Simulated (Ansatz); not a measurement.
`N=[C](O)[GeH2][NH2]` + HCl → `[NH2][GeH2][Cl]` + `N=CO`  (ligand exchange at a Ge–C bond)

Calculated with Ansatz (gas phase, PBE0-D4/def2-TZVP geometries, no zero-point term in ΔE). CCSD(T)/CBS is the MP2 limit (def2-TZVPP, def2-QZVPP) plus CCSD(T) − MP2 in def2-TZVPP, frozen cores. This one scheme is used for every species. DFT in def2-TZVPP. B3LYP here is the variant with VWN-RPA as its local correlation; programs differ in this. For Ge outer-core shells are correlated without core-valence functions, which leaves a few kJ/mol of doubt a bond. Scalar relativity is left out up to krypton. Each species was taken in one conformer, which may not be the lowest.

CCSD(T)/CBS gives -1.06 eV.

Question: Another level gave -1.16 eV. Which?
A. B3LYP/def2-TZVPP
B. PBE-D4/def2-TZVPP
C. ωB97M-V/def2-TZVPP
D. HF/def2-TZVPP

Answer: A. B3LYP -1.16, PBE-D4 -1.06, ωB97M-V -1.10, HF/def2-TZVPP -1.33 eV.

Largest T1 diagnostic among the species: 0.014.

In def2-TZVPP, CCSD(T) changes the Hartree–Fock value by +0.30 eV (the triples alone add +0.03 eV) and MP2 by +0.27 eV. The D4 term adds +0.05 eV with B3LYP and +0.03 eV with PBE0; it sums over pairs of atoms, weighted by their polarisabilities, and B3LYP, whose exchange is more repulsive, gets the larger term.
